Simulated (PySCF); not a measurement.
## Spinor energies of Kr²⁸⁺ (krypton, charge +28)

Start: [He] 2s2 2p4; 2p1/2 filled at m_j = -1/2, +1/2; 2p3/2 filled at m_j = +1/2, +3/2. Calculated with PySCF 2.14 in an even-tempered Gaussian basis (17 s from 9.7 bohr⁻², ratio 2.4; 12 p from 13 bohr⁻², ratio 2.4; 5 d from 48 bohr⁻², ratio 2.6; 4 f from 72 bohr⁻², ratio 2.6): generalised Hartree-Fock with the X2C-1e Hamiltonian and a Gaussian nucleus; one run each with spin-orbit coupling (SO) switched off, then screened by Boettger's factors.

| spinor shell | electrons | ε, spin-free (eV) | ε, screened SO (eV) | weight of nominal j (screened SO) | rms radius, screened SO (bohr) |
| --- | --- | --- | --- | --- | --- |
| 1s1/2 | 2 | -16086.8 | -16084.0 | 1.000 | 0.0476 |
| 2s1/2 | 2 | -3424.7 | -3423.9 | 1.000 | 0.191 |
| 2p1/2 | 2 | -3250.9 | -3284.8 | 0.961 | 0.166 |
| 2p3/2 | 2 | -3250.9 | -3231.9 | 0.970 | 0.169 |

| quantity | spin-free | screened SO |
| --- | --- | --- |
| E (hartree) | -2104.32626 | -2105.67232 |
| M_J | 2 | 2 |
| ⟨J²⟩ | 6.000 | 6.000 |
| ⟨L²⟩ | 2.000 | 2.862 |
| ⟨S²⟩ | 2.000 | 1.570 |

Each row is a mean over spinors that exchange with the open shell spreads, by up to 44.213 eV (2s1/2).

Without spin-orbit coupling the j labels of p, d and f shells carry no meaning; the spin-free column gives the mean over the occupied spinors of each nl shell.
